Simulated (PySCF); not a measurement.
From computed data to an observable: oscillator strength and radiative lifetime

B(H)(Me)(SH) (CH5BS), SMILES CBS.

Geometry optimised at PBE0-D3(BJ)/def2-TZVP. Other conformers were not sampled.

PySCF 2.14.0 with TDDFT-LC-ωPBE/def2-SVPD puts the first singlet state with f over 0.02 at 6.77 eV (vertical), with the transition dipole (-0.373, -1.021, 0.000) in atomic units.

Problem. Find the oscillator strength, the wavelength and the radiative lifetime that this transition would have in vacuum if emission retraced absorption.

Solution. 
|μ|² = 1.1816 au, so |μ| = 2.76 D. ΔE = 6.77/27.211 = 0.2488 hartree. f = (2/3) ΔE |μ|² = 0.196 (the program prints 0.196).
λ = 1239.84/6.77 = 183 nm; ν = 54604 cm⁻¹.
Einstein's coefficient A = 0.6670 ν² f s⁻¹ (ν in cm⁻¹) = 3.9e8 s⁻¹, so τ = 1/A = 2.6 ns. This state is S2; the lower singlet has f = 0.000. The figure is the radiative limit of this one transition; relaxation, internal conversion, crossing to triplets and a medium change what is measured.
